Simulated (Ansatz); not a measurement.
Consider the ligand exchange at a B–O bond: `BO[Si](C)(O)O` + `CN[SiH2][SiH3]` → `BN(C)[SiH2][SiH3]` + `C[Si](O)(O)O`.

Program: Ansatz. Geometries: PBE0-D4/def2-TZVP. ΔE: electronic, gas phase. CCSD(T)/CBS is the MP2 limit (def2-TZVPP, def2-QZVPP) plus CCSD(T) − MP2 in def2-TZVPP, frozen cores. DFT in def2-TZVPP. B3LYP here is the variant with VWN-RPA as its local correlation; programs differ in this. One conformer a species, not always the lowest.

```
  level  ΔE (kJ/mol)
ωB97X-V        -13.4
  B3LYP         -7.8
```

**Question.** What does CCSD(T)/CBS give? (Best estimate.)

**Answer.** The calculation gave: -18.1 kJ/mol. The listed levels differ from it by 4.7, 10.3 kJ/mol.

Largest T1 diagnostic among the species: 0.013.

In def2-TZVPP, CCSD(T) changes the Hartree–Fock value by −24.0 kJ/mol (the triples alone add −3.4 kJ/mol) and MP2 by −26.5 kJ/mol. The D4 term adds −3.7 kJ/mol with B3LYP and −1.6 kJ/mol with PBE0; it sums over pairs of atoms, weighted by their polarisabilities, and B3LYP, whose exchange is more repulsive, gets the larger term.
